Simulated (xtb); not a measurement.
O₂Se, charge -1, doublet, from a rough starting geometry (a state made from the parent by changing its charge; the spin is typed, not shown lowest); GFN2-xTB in xtb.

xtb was given this input:
```
$ xtb mol.xyz --gfn 2 --chrg -1 --uhf 1 --opt vtight --json

# file mol.xyz
3

O     -1.31958826     0.24435726     0.00322082
Se     0.04388011    -0.57652584    -0.05068274
O      1.23743316     0.35129039     0.04097612
```

The log (banner, timings and long lists left out):

```
   ID    Z sym.   atoms
    1    8 O      1, 3
    2   34 Se     2

           -------------------------------------------------
          |                Calculation Setup                |
           -------------------------------------------------

           -------------------------------------------------
          |                 G F N 2 - x T B                 |
           -------------------------------------------------

          ...................................................
          :                      SETUP                      :
          :.................................................:
          :  # basis functions                  18          :
          :  # atomic orbitals                  17          :
          :  # shells                            7          :
          :  # electrons                        19          :
          :  max. iterations                   250          :
          :  Hamiltonian                  GFN2-xTB          :
          :  restarted?                      false          :
          :  GBSA solvation                  false          :
          :  PC potential                    false          :
          :  electronic temp.          300.0000000     K    :
          :  accuracy                    1.0000000          :
          :  -> integral cutoff          0.2500000E+02      :
          :  -> integral neglect         0.1000000E-07      :
          :  -> SCF convergence          0.1000000E-05 Eh   :
          :  -> wf. convergence          0.1000000E-03 e    :
          :  Broyden damping             0.4000000          :
          :  net charge                         -1          :
          :  unpaired electrons                  1          :
          ...................................................

 iter      E             dE          RMSdq      gap      omega  full diag
   1    -11.4966516 -0.114967E+02  0.109E+01    5.40       0.0  T
   2    -11.5114082 -0.147567E-01  0.632E+00    5.42       1.0  T
   3    -11.5125802 -0.117201E-02  0.229E+00    5.34       1.0  T
   4    -11.5131565 -0.576251E-03  0.967E-01    5.28       1.0  T
   5    -11.5132173 -0.608090E-04  0.391E-01    5.25       1.0  T
   6    -11.5132158  0.152490E-05  0.170E-01    5.25       1.0  T
   7    -11.5132189 -0.308550E-05  0.143E-01    5.24       1.0  T
   8    -11.5132355 -0.166344E-04  0.217E-02    5.25       2.7  T
   9    -11.5132356 -0.981708E-07  0.317E-03    5.24      18.2  T
  10    -11.5132356 -0.367432E-09  0.699E-04    5.25      82.6  T
  11    -11.5132356 -0.193667E-09  0.453E-04    5.25     127.4  T

   *** convergence criteria satisfied after 11 iterations ***

         :::::::::::::::::::::::::::::::::::::::::::::::::::::
         ::                     SUMMARY                     ::
         :::::::::::::::::::::::::::::::::::::::::::::::::::::
         :: total energy             -11.482252106903 Eh    ::
         :: gradient norm              0.175389410800 Eh/a0 ::
         :: HOMO-LUMO gap              5.245048180655 eV    ::
         ::.................................................::
         :: SCC energy               -11.513235600314 Eh    ::
         :: -> isotropic ES            0.167185211402 Eh    ::
         :: -> anisotropic ES         -0.005558609145 Eh    ::
         :: -> anisotropic XC         -0.004862338423 Eh    ::
         :: -> dispersion             -0.001445413582 Eh    ::
         :: repulsion energy           0.030983493411 Eh    ::
         :: add. restraining           0.000000000000 Eh    ::
         :: total charge              -1.000000000000 e     ::
         :::::::::::::::::::::::::::::::::::::::::::::::::::::

      -----------------------------------------------------------
     |                   =====================                   |
     |                        A N C O P T                        |
     |                   =====================                   |
     |               Approximate Normal Coordinate               |
     |                Rational Function Optimizer                |
      -----------------------------------------------------------
      -----------------------------------------------------------
     |                   =====================                   |
     |                        A N C O P T                        |
     |                   =====================                   |
     |               Approximate Normal Coordinate               |
     |                Rational Function Optimizer                |
      -----------------------------------------------------------

          ...................................................
          :                      SETUP                      :
          :.................................................:
          :   optimization level         verytight          :
          :   max. optcycles                   200          :
          :   ANC micro-cycles                  20          :
          :   degrees of freedom                 3          :
          :.................................................:
          :   RF solver                   davidson          :
          :   write xtbopt.log                true          :
          :   linear?                        false          :
          :   energy convergence         0.1000000E-06 Eh   :
          :   grad. convergence          0.2000000E-03 Eh/α :
          :   maxmium RF displ.          1.0000000          :
          :   Hlow (freq-cutoff)         0.1000000E-01      :
          :   Hmax (freq-cutoff)         5.0000000          :
          :   S6 in model hess.         20.0000000          :
          ...................................................

generating ANC from exact Hessian ...
Using Lindh-Hessian (1995)
 Shifting diagonal of input Hessian by    0.0000000000000000
 Lowest  eigenvalues of input Hessian
    0.000000    0.000000    0.000000    0.000000    0.000000    0.000000
[...]
 * total energy  :   -11.4822521 Eh     change       -0.1141842E-10 Eh
 * total energy  :   -11.4944338 Eh     change       -0.1218172E-01 Eh
 * total energy  :   -11.4986545 Eh     change       -0.4220679E-02 Eh
 * total energy  :   -11.4989622 Eh     change       -0.3076597E-03 Eh
 * total energy  :   -11.4989871 Eh     change       -0.2490682E-04 Eh
 * total energy  :   -11.4989958 Eh     change       -0.8743133E-05 Eh
 * total energy  :   -11.4989978 Eh     change       -0.1956697E-05 Eh
 * total energy  :   -11.4989980 Eh     change       -0.2384947E-06 Eh
 * total energy  :   -11.4989980 Eh     change       -0.7863415E-08 Eh
   *** GEOMETRY OPTIMIZATION CONVERGED AFTER 9 ITERATIONS ***
[...]
          :  # electrons                        19          :
          :  max. iterations                   250          :
          :  Hamiltonian                  GFN2-xTB          :
          :  restarted?                      false          :
          :  GBSA solvation                  false          :
          :  PC potential                    false          :
          :  electronic temp.          300.0000000     K    :
          :  accuracy                    1.0000000          :
          :  -> integral cutoff          0.2500000E+02      :
          :  -> integral neglect         0.1000000E-07      :
          :  -> SCF convergence          0.1000000E-05 Eh   :
          :  -> wf. convergence          0.1000000E-03 e    :
          :  Broyden damping             0.4000000          :
          :  net charge                         -1          :
          :  unpaired electrons                  1          :
          ...................................................

 iter      E             dE          RMSdq      gap      omega  full diag
   1    -11.5114258 -0.115114E+02  0.146E-05    5.08       0.0  T
   2    -11.5114258  0.000000E+00  0.892E-06    5.08    6470.5  T
   3    -11.5114258 -0.888178E-14  0.476E-06    5.08   12129.4  T

   *** convergence criteria satisfied after 3 iterations ***

         :::::::::::::::::::::::::::::::::::::::::::::::::::::
         ::                     SUMMARY                     ::
         :::::::::::::::::::::::::::::::::::::::::::::::::::::
         :: total energy             -11.498998020420 Eh    ::
         :: gradient norm              0.000022006952 Eh/a0 ::
         :: HOMO-LUMO gap              5.078524074781 eV    ::
         ::.................................................::
         :: SCC energy               -11.511425817052 Eh    ::
         :: -> isotropic ES            0.170185300222 Eh    ::
         :: -> anisotropic ES         -0.001768613537 Eh    ::
         :: -> anisotropic XC         -0.001890898550 Eh    ::
         :: -> dispersion             -0.001452239609 Eh    ::
         :: repulsion energy           0.012427796631 Eh    ::
         :: add. restraining           0.000000000000 Eh    ::
         :: total charge              -1.000000000000 e     ::
         :::::::::::::::::::::::::::::::::::::::::::::::::::::

           -------------------------------------------------
          |                Property Printout                |
           -------------------------------------------------

    * Orbital Energies and Occupations

         #    Occupation            Energy/Eh            Energy/eV
      -------------------------------------------------------------
         1        2.0000           -0.5588242             -15.2064
         2        2.0000           -0.4398133             -11.9679
         3        2.0000           -0.4136534             -11.2561
         4        2.0000           -0.2965461              -8.0694
         5        2.0000           -0.2862427              -7.7891
         6        2.0000           -0.2823463              -7.6830
         7        2.0000           -0.2315381              -6.3005
         8        2.0000           -0.2135042              -5.8097
         9        2.0000           -0.2098896              -5.7114
        10        1.0000           -0.1318851              -3.5888 (HOMO)
        11                          0.0547473               1.4897 (LUMO)
        12                          0.0742516               2.0205
        13                          0.2288593               6.2276
        14                          0.2964767               8.0675
        15                          0.3545201               9.6470
        16                          0.5460180              14.8579
        17                          0.9589709              26.0949
      -------------------------------------------------------------
                  HL-Gap            0.1866323 Eh            5.0785 eV
             Fermi-level           -0.1047281 Eh           -2.8498 eV

     #   Z          covCN         q      C6AA      α(0)
     1   8 O        0.855    -0.455    22.804     6.402
     2  34 Se       1.709    -0.091   238.552    26.917
     3   8 O        0.855    -0.455    22.804     6.402

 Mol. C6AA /au·bohr⁶  :        614.566286
 Mol. C8AA /au·bohr⁸  :      29606.208131
 Mol. α(0) /au        :         39.721431

Wiberg/Mayer (AO) data.
largest (>0.10) Wiberg bond orders for each atom

 ---------------------------------------------------------------------------
     #   Z sym  total        # sym  WBO       # sym  WBO       # sym  WBO
 ---------------------------------------------------------------------------
     1   8 O    2.075 --     2 Se   1.888     3 O    0.187
     2  34 Se   3.776 --     3 O    1.888     1 O    1.888
     3   8 O    2.075 --     2 Se   1.888     1 O    0.187
 ---------------------------------------------------------------------------

Topologies differ in total number of bonds
Writing topology from bond orders to xtbtopo.mol

molecular dipole:
                 x           y           z       tot (Debye)
 q only:        0.047      -0.460      -0.033
   full:        0.056      -0.635      -0.048       1.625
molecular quadrupole (traceless):
                xx          xy          yy          xz          yz          zz
 q only:       -5.473      -0.372       2.360      -0.128      -0.065       3.113
  q+dip:       -6.831      -0.459       2.885      -0.160      -0.091       3.946
   full:       -7.364      -0.464       2.488      -0.177      -0.204       4.876

optimized geometry written to: xtbopt.xyz

           -------------------------------------------------
          | TOTAL ENERGY              -11.498998020420 Eh   |
          | GRADIENT NORM               0.000022006952 Eh/α |
          | HOMO-LUMO GAP               5.078524074781 eV   |
           -------------------------------------------------

normal termination of xtb
```
